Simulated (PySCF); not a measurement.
C2H6ClIn. Atoms are numbered in the order given.

```xyz
10

In     0.2661     0.1663     0.0022
Cl    -1.7714    -1.1094    -0.0183
C      0.0378     1.9979    -1.1336
H      1.0063     2.4850    -1.3127
H     -0.6155     2.6773    -0.5657
H     -0.4475     1.7601    -2.0909
C      1.7955    -0.8484     1.1544
H      2.6999    -0.2329     1.2572
H      2.0452    -1.7907     0.6444
H      1.3871    -1.0834     2.1479
```
Charge 0, spin multiplicity 1.

Coordinates come from a B3LYP-D3(BJ)/def2-SVP optimisation. The structure was generated by enumeration; whether it is a known compound was not checked. The def2 effective core potentials stand for the cores of In; spin–orbit coupling is left out.

All values below come from PySCF with M06-2X/def2-TZVP.

ESP charges are fitted to the potential on shells at 1.4 to 2.0 van der Waals radii. Atomic charges (e):

| atom | Löwdin | ESP fit | Mulliken |
|---|---|---|---|
| In1 | 0.34 | ___ | 0.90 |
| Cl2 | -0.03 | ___ | -0.45 |
| C3 | -0.54 | ___ | -0.73 |
| H4 | 0.12 | ___ | 0.16 |
| H5 | 0.13 | ___ | 0.17 |
| H6 | 0.13 | ___ | 0.17 |
| C7 | -0.54 | ___ | -0.73 |
| H8 | 0.12 | ___ | 0.16 |
| H9 | 0.13 | ___ | 0.17 |
| H10 | 0.13 | ___ | 0.17 |

**Question.** Complete the blanks. (Estimate from the structure and the level; the computed values follow.)

**Answer.** 
- In1, ESP fit: 0.95
- Cl2, ESP fit: -0.46
- C3, ESP fit: -0.79
- H4, ESP fit: 0.18
- H5, ESP fit: 0.18
- H6, ESP fit: 0.18
- C7, ESP fit: -0.83
- H8, ESP fit: 0.19
- H9, ESP fit: 0.20
- H10, ESP fit: 0.20
